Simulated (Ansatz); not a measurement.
Input file for Ansatz (a first-principles code): R-SVWN5/def2-TZVPP on HF (SMILES F).

Ansatz 0.2 input:
```yaml
crystal:
  periodic: [false, false, false]
  atoms:
    - {symbol: F, position_ang: [-0.00000000, 0.00000000, 0.46235791]}
    - {symbol: H, position_ang: [0.00000000, -0.00000000, -0.46235791]}
basis:
  gaussian:
    orbitals: def2-TZVPP
hamiltonian:
  xc: {name: SVWN5}
scf: {lower_state_search: off}
```

It printed:

```
WARN ansatz: RAYON_NUM_THREADS=4 ignored (pool sized by the plan → 4); use --threads N
Functional definition: SVWN5
these checks for a lower state are left out or cut short: stability, starts, cluster_reference, orbital_swaps, neighbouring_geometries, increment
integrals: 0.00 GiB planned
215 factors; their error is unknown
mean field: 0.08 GiB planned
mean field evaluation 1: about -2715.2891 eV, gradient 3.4e1 eV
mean field evaluation 2: about -2710.9711 eV, gradient 6.7e1 eV
mean field evaluation 4: about -2716.8563 eV, gradient 4.0e-1 eV
mean field evaluation 8: about -2716.8555 eV, gradient 1.5e-3 eV
mean field -2716.85548823 eV, -99.8425976415 hartree, gradient 2.9e-6 eV, S^2 0.000000; 0 other end points of the search recorded, 0 dependent functions left out
reference -2716.85549938 eV, -99.8425980512 hartree; 5, 5 occupied and 40, 40 virtual orbitals, 215 factors
Total energy: -2716.85549938 eV, -99.8425980512 hartree
Checks for a lower state left out: stability, starts, cluster_reference, orbital_swaps, neighbouring_geometries, increment
```

The calculation finished and met its thresholds.

Cost: roughly 0.26 core-seconds.
